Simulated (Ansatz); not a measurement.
Gas-phase electronic energies from Ansatz, PBE0-D4/def2-TZVP geometries. CCSD(T)/CBS is the MP2 limit (def2-TZVPP, def2-QZVPP) plus CCSD(T) − MP2 in def2-TZVPP, frozen cores. This one scheme is used for every species. Functionals use def2-TZVPP. For Ge outer-core shells are correlated without core-valence functions, which leaves a few kJ/mol of doubt a bond. Scalar relativity is left out up to krypton. Each species was taken in one conformer, which may not be the lowest.

Consider the formal exchange of groups at a Ge–N bond: `[NH2][GeH2][SiH2]F` + SiH₄ → `F[SiH2][GeH2][SiH3]` + NH₃.

Q: Is it downhill or uphill in electronic energy at CCSD(T)/CBS, and by how much? (Best estimate.)

A: Computed: Downhill: ΔE = -8.1 kcal/mol.

Q: What do these levels give: PBE0-D4, PBE, CCSD(T)/def2-TZVPP, MP2/def2-QZVPP, HF/CBS(def2), MP2/CBS(def2)? (Estimate.)

A: Computed: PBE0-D4 -9.9, PBE -9.9, CCSD(T)/def2-TZVPP -6.9, MP2/def2-QZVPP -7.1, HF/CBS(def2) -2.9, MP2/CBS(def2) -7.6 kcal/mol.

Largest T1 diagnostic among the species: 0.012.

In def2-TZVPP, CCSD(T) changes the Hartree–Fock value by −3.8 kcal/mol (the triples alone add −0.3 kcal/mol) and MP2 by −3.4 kcal/mol. The D4 term adds −0.7 kcal/mol with B3LYP and −0.5 kcal/mol with PBE0; it sums over pairs of atoms, weighted by their polarisabilities, and B3LYP, whose exchange is more repulsive, gets the larger term.

B3LYP here is the variant with VWN-RPA as its local correlation; programs differ in this.
